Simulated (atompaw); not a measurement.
**Varying the PAW (atompaw) potential for chlorine**

Base potential:

Cl (Z = 17), PAW, made with atompaw 4.2.0.5 (PBE, scalar-relativistic). Core [Ne], reference 3s2 3p3 (charge +2). Waves: 3s (bound): rc 1.45 bohr; 3s channel at -2.65 Ry: rc 1.45 bohr; 3p (bound): rc 1.20 bohr; 3p channel at -1.7 Ry: rc 1.20 bohr. Local part: bessel scheme, radius 1.15 bohr. Core correction: smooth core density matched at 0.95 bohr. Augmentation charge: sinc compensation charge, radius 1.05 bohr; PAW radius 1.45 bohr; waves and projectors: custom rrkj vanderbiltortho.

All-electron outer shells of the reference configuration (PBE, scalar-relativistic, ld1.x):

```tsv
shell	level (eV)	outermost node (bohr)	outermost maximum (bohr)
3s	-44.92	0.55	1.24
3p	-31.68	0.53	1.36
```

Cutoffs, loose and tight: the cutoffs (Ry, on a coarse ladder) from which the occupation-weighted sum of valence levels, in a spherical-Bessel basis at the reference potential, stays within 10 and 1 mRy of its value at 400 Ry. They see the waves, projectors and local potential, not the compensation charge or the core. A dash means not determined.

Cutoffs are not given where the Bessel-basis levels miss the radial ones by over 6 mRy, ghosts where they miss by over 20 mRy; a channel whose overlap is not positive is not tested.

```tsv
change	outcome	cutoff, loose	cutoff, tight	bound ghosts
base	generated	15 Ry	40 Ry	none
core correction smooth core density matched at 0.60 bohr	generated	15 Ry	40 Ry	none
wave 3s (bound): rc 1.45 bohr becomes 3s (bound): rc 1.28 bohr	generated	18 Ry	50 Ry	none
all radii scaled by about 1.20 (s 1.74, p 1.44 bohr); local potential bessel scheme, radius 1.38 bohr; augmentation sinc compensation charge, radius 1.26 bohr; PAW radius 1.74 bohr; waves and projectors: custom rrkj vanderbiltortho; core correction smooth core density matched at 1.14 bohr	generated, no UPF (negative core plus compensation charge)	25 Ry	40 Ry	none
local potential troulliermartins scheme with l = 2 at 0 Ry, radius 1.15 bohr	generated	15 Ry	40 Ry	none
augmentation sinc compensation charge, radius 1.05 bohr; PAW radius 1.45 bohr; waves and projectors: custom rrkj gramschmidtortho	generated	15 Ry	40 Ry	none
augmentation gaussian compensation charge, radius 1.05 bohr; PAW radius 1.45 bohr; waves and projectors: custom rrkj vanderbiltortho	generated, no UPF (negative core plus compensation charge)	15 Ry	40 Ry	none
wave 3p channel at -1.7 Ry: rc 1.20 bohr becomes 3p channel at -1.34 Ry: rc 1.20 bohr	generated	15 Ry	40 Ry	none
core [He], valence charge 15; reference 2s2 2p6 3s2 3p5; waves now 2s (bound): rc 0.50 bohr; 3s (bound): rc 0.75 bohr; 2p (bound): rc 0.40 bohr; 3p (bound): rc 0.75 bohr; local potential bessel scheme, radius 0.70 bohr; core correction smooth core density matched at 0.55 bohr; augmentation sinc compensation charge, radius 0.65 bohr; PAW radius 0.75 bohr; waves and projectors: custom rrkj vanderbiltortho	generated	–	–	not determined
local potential bessel scheme, radius 0.90 bohr	generated	15 Ry	40 Ry	none
```

Problem. What comes out with this change to the base: reference 3s2 3p5?

Solution. outcome: generated; cutoff, loose: 15 Ry; cutoff, tight: 55 Ry; bound ghosts: none.

Problem. What comes out with this change to the base: augmentation sinc compensation charge, radius 1.05 bohr; PAW radius 1.45 bohr; waves and projectors: custom polynom vanderbiltortho?

Solution. outcome: generated; cutoff, loose: 35 Ry; cutoff, tight: 55 Ry; bound ghosts: none.
